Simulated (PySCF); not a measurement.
## How methods differ on the ionisation energy of Se(7+)

Se(7+) [Ar] 3d9 (2D) → Se(8+) [Ar] 3d8 (3F), as a difference of total energies. Computed with PySCF 2.14 in an even-tempered Gaussian basis (21 s from 0.25 bohr⁻², ratio 2.5; 14 p from 0.33 bohr⁻², ratio 2.5; 10 d from 0.33 bohr⁻², ratio 2.5; 5 f from 3.3 bohr⁻², ratio 2.7; 4 g from 5 bohr⁻², ratio 2.7), with scalar relativity by spin-free X2C-1e. The calculations carry no spin-orbit coupling.

| method | ionisation energy (eV) |
| --- | --- |
| UHF | 183.97 |
| M06 | 186.92 |
| PW91 | 186.28 |

The reference lies between the lowest fine-structure levels, while these numbers refer to the centres of the terms.

For comparison: 184 ± 2.1 eV (theoretical estimate listed by NIST; NIST Atomic Spectra Database, ionization energies).
